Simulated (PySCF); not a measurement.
H2Te, SMILES [TeH2]. Atoms are numbered in the order given.

```xyz
3

Te     0.0000     0.0000    -0.0432
H      0.0000    -1.1745     1.1239
H      0.0000     1.1745     1.1239
```

Geometry optimised at PBE0-D3(BJ)/def2-TZVPD. The def2 effective core potentials stand for the cores of Te; spin–orbit coupling is left out.

These are r2SCAN/def2-TZVPD run with PySCF values and carry that method's errors.

Mulliken values depend strongly on the basis, most of all with diffuse functions as here. ESP charges are fitted to the potential on shells at 1.4 to 2.0 van der Waals radii. Atomic charges (e):

| atom | Mulliken | ESP fit |
|---|---|---|
| Te1 | -0.14 | ? |
| H2 | 0.07 | ? |
| H3 | 0.07 | ? |

Problem. Fill in the missing entries. (The exact figures need the calculation; the answer reports its results.)

Solution. 
- Te1, ESP fit: -0.11
- H2, ESP fit: 0.06
- H3, ESP fit: 0.06
